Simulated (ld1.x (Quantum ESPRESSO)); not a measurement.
**Before and after: TM potential for Se**

Se, norm-conserving Troullier–Martins (Kleinman–Bylander form), made with ld1.x (Quantum ESPRESSO) 7.5 (LDA (PZ), scalar-relativistic). Core [Ar] 3d10, reference 4s2 4p3.75 (charge +0.25). Waves: 4p (bound): rc 1.75 bohr; 4d channel at 0.05 Ry: rc 1.65 bohr; 4s (bound): rc 1.50 bohr. Local part: the s channel. Core correction: none.

All-electron outer shells of the reference configuration (LDA (PZ), scalar-relativistic, ld1.x):

```
shell  level (eV)  outermost node (bohr)  outermost maximum (bohr)
   3d      -55.82                      –                      0.45
   4s      -19.75                   0.70                      1.49
   4p       -8.76                   0.74                      1.77
```

Change: core correction a·sin(br)/r model core inside 1.66 bohr.

Cutoffs: the cutoffs (Ry, on a coarse ladder) from which the occupation-weighted sum of valence levels, in a spherical-Bessel basis at the reference potential, stays within 10 and 1 mRy of its value at 400 Ry; they do not see the model core or the augmentation charge, which bear on the density cutoff. Errors are all-electron minus pseudo energies relative to the spin-unpolarised reference configuration.

What does the change do?

The potential gets neither clearly harder nor softer (40 Ry and 55 Ry → 40 Ry and 55 Ry); both files keep a bound ghost (d); of the 9 tests that both files solve, the error grows in 1 and shrinks in 5 by more than 15 % and 0.3 meV (median size 10.0 → 2.1 meV). A model core, the more so a compact one, raises the density cutoff, which this test does not measure.

| quantity | base | changed |
| --- | --- | --- |
| cutoff, loose | 40 Ry | 40 Ry |
| cutoff, tight | 55 Ry | 55 Ry |
| bound ghosts | d | d |
| error for 4s2 4p4, meV [ΔE -1.93 eV] | +0.4 | +0.3 |
| error for 4s2 4p3, meV [ΔE 9.08 eV] | -0.1 | -2.1 |
| error for 4s2 4p2, meV [ΔE 29.64 eV] | +10 | -9.4 |
| error for 4s0 4p6, meV [ΔE 20.17 eV] | +19 | -2.0 |
| error for 4s2 4p0, meV [ΔE 103.37 eV] | +218 | -17 |
| error for 4s2 4p4.3, meV [ΔE -3.56 eV] | +0.9 | +0.4 |
| error for 4s2 4p3.5, meV [ΔE 2.46 eV] | -0.2 | -0.4 |
| error for 4s2 4p3.75 (spin-polarised), meV [ΔE -0.79 eV] | +113 | +52 |
| error for 4s2 4p4 (spin-polarised), meV [ΔE -2.52 eV] | +83 | +38 |
| s: phases at 1.90 bohr within 0.05 rad from the reference energy up to (Ry; the scan ends near 5) | 4.5 | 4.5 |
| p: phases at 1.90 bohr within 0.05 rad from the reference energy up to (Ry; the scan ends near 5) | to the end of the scan | to the end of the scan |
| d: phases at 1.90 bohr within 0.05 rad from the reference energy up to (Ry; the scan ends near 5) | to the end of the scan | to the end of the scan |

 A true bound ghost makes a file unfit for plane-wave use even where its test errors are small: the radial tests pick states by their node count and pass the ghost by.
